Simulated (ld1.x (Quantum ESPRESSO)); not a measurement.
## Pseudopotential generation for F (Z = 9): TM, PBE, scalar-relativistic.

```json
{
 "Element": "fluorine",
 "Generator": "ld1.x (Quantum ESPRESSO) 7.5",
 "Type": "norm-conserving Troullier–Martins (Kleinman–Bylander form)",
 "Functional": "PBE",
 "Relativity": "scalar-relativistic",
 "Frozen core": "[He]",
 "Valence charge": "7",
 "Reference configuration": "2s2 2p4 (charge +1)",
 "Partial waves": "2s (bound): rc 0.60 bohr; 2p (bound): rc 1.40 bohr; 3d channel at 0.05 Ry: rc 1.15 bohr",
 "Local potential": "the d channel",
 "Core correction": "none"
}
```

Poles of the logarithmic derivatives, all-electron (AE) and pseudo (PS). s: poles at -2.4 (AE) and -2.4 (PS) Ry. p: poles at -1.1 (AE) and -1.1 (PS) Ry. d: poles at no energy (AE) and no energy (PS) Ry. Test radius 1.54 bohr.

- Cutoffs needed: 180 Ry and 260 Ry (the cutoffs (Ry, on a coarse ladder) from which the occupation-weighted sum of valence levels, in a spherical-Bessel basis at the reference potential, stays within 10 and 1 mRy of its value at 400 Ry)
- Ghost test: no extra level below or beside the all-electron valence levels (s, p, d, f tested) (spherical-Bessel basis up to 400 Ry, 20 bohr box)
- Largest excitation error: +1776 meV (all-electron minus pseudo) for 2s2 2p1, out of 7 test configurations
